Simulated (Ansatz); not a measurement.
Program: Ansatz. Geometries: PBE0-D4/def2-TZVP. ΔE: electronic, gas phase. CCSD(T)/CBS is the MP2 limit (def2-TZVPP, def2-QZVPP) plus CCSD(T) − MP2 in def2-TZVPP, frozen cores. This one scheme is used for every species. DFT in def2-TZVPP. One conformer a species, not always the lowest.

Reaction (hydrogenolysis of a B–C bond): `CB(F)BCl` + H₂ → `FBBCl` + CH₄

```
   species  PBE0-D4 energy (Eh)
`CB(F)BCl`           -650.05891
        H₂             -1.16855
   `FBBCl`           -610.75455
       CH₄            -40.47612
```

Work out ΔE.

ΔE = (-610.75455) + (-40.47612) − (-650.05891) − (-1.16855) = -0.00321 Eh = -8.4 kJ/mol. CCSD(T)/CBS gives -10.7 kJ/mol.

What do rigid-rotor, harmonic-oscillator terms from PBE0-D4/def2-TZVP frequencies (298.15 K, 1 bar) make of the CCSD(T)/CBS value? (An estimate is asked.)

The calculation gave: ΔZPE = +17.3 kJ/mol, ΔH = +3.1 kJ/mol, ΔS = 9 J/(mol·K), ΔG = +0.4 kJ/mol.

Largest T1 diagnostic among the species: 0.014.

The D4 term adds +6.9 kJ/mol with B3LYP and +3.9 kJ/mol with PBE0; it sums over pairs of atoms, weighted by their polarisabilities, and B3LYP, whose exchange is more repulsive, gets the larger term. At CCSD(T), def2-SVP lies −5.6 kJ/mol from the extrapolated value and def2-TZVPP −1.5 kJ/mol. Leaving LDA and LC-ωPBE aside and taking each functional with its dispersion term where it has one, the values, not all of them listed here, spread over 13.2 kJ/mol, from BHLYP-D4 to revPBE-D4. LDA lies +10.3 kJ/mol from PBE without D4.

B3LYP here is the variant with VWN-RPA as its local correlation; programs differ in this.
